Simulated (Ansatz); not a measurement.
Basis sets compared for Cd₇Te₇H₂₀. Charge 0, multiplicity 1. Geometry r2SCAN-D4/def2-SVP. Ansatz on 2 threads of AMD EPYC 7R13 on a shared host and a share (18 GiB) of an NVIDIA H100 80GB HBM3; times are rough, and most runs start from earlier orbitals.

```xyz
34

Cd    0.170   -3.319   -2.832
Cd   -2.407    2.806    1.854
Cd    0.581    0.955   -3.478
Cd   -1.992   -3.474   -0.522
Cd    0.701   -3.431    1.764
Cd    2.881   -0.044    1.263
Cd    3.319   -0.088   -2.412
Te   -2.847   -0.135    1.681
Te   -1.267   -0.670   -1.718
Te    2.261   -2.318   -0.719
Te   -1.811    3.373   -1.012
Te    0.353    2.979    2.936
Te    1.591    1.908   -0.607
Te    0.621   -0.652    2.971
H     0.756   -3.019   -4.377
H    -0.683   -4.349   -1.634
H    -3.615    3.734    2.613
H    -0.265    2.156   -4.307
H    -3.670   -3.685   -0.583
H    -0.881   -3.141    0.934
H     1.673   -4.554    2.562
H     4.500    0.175    1.717
H     1.966   -0.222   -3.661
H     4.961    0.258   -2.287
H    -4.286    0.125    0.864
H    -3.673   -0.008    3.141
H    -2.474   -0.695   -2.867
H     3.643   -3.244   -0.662
H    -3.304    4.150   -1.101
H    -1.120    4.835   -0.594
H     0.133    4.656    3.009
H    -0.255    2.887    4.495
H     2.863    2.978   -0.738
H     1.578   -0.924    4.308
```

In the def2 sets Cd, Te take a core potential, while STO-3G treats all electrons; there is no spin–orbit coupling. Single mean-field runs in def2-SVP, def2-TZVP are fitted with def2-universal-jkfit.

STO-3G and 6-31G are all-electron sets without relativity, so their totals don't compare with the def2 sets.

Binding counts from free atoms (Cd singlet, Te triplet, H doublet) in the same basis, without a counterpoise term.

| level | functions | energy (Eh) | HOMO (eV) | LUMO (eV) | binding per atom (eV) | wall time |
| --- | --- | --- | --- | --- | --- | --- |
| HF/STO-3G | 398 | -83722.9663 | -5.29 | 5.94 | – | 8.5 s |
| PBE-D4/def2-SVP | 499 | -3062.2158 | -5.70 | -2.61 | 1.82 | 3.8 s |
| PBE0-D4/def2-SVP | 499 | -3062.3073 | -6.65 | -1.90 | 1.81 | 3.9 s |

(1) Estimate the rows for HF/def2-TZVP, PBE-D4/def2-TZVP, PBE0-D4/def2-TZVP (with forces).

## Answers

(1) 
```
                          level  functions  energy (Eh)  HOMO (eV)  LUMO (eV)  binding per atom (eV)  wall time
                   HF/def2-TZVP        750   -3048.6308      -8.74       1.04                   1.13      4.1 s
               PBE-D4/def2-TZVP        750   -3062.5981      -5.71      -2.65                   1.82      4.5 s
PBE0-D4/def2-TZVP (with forces)        750   -3062.6717      -6.63      -1.94                   1.81        9 s
```
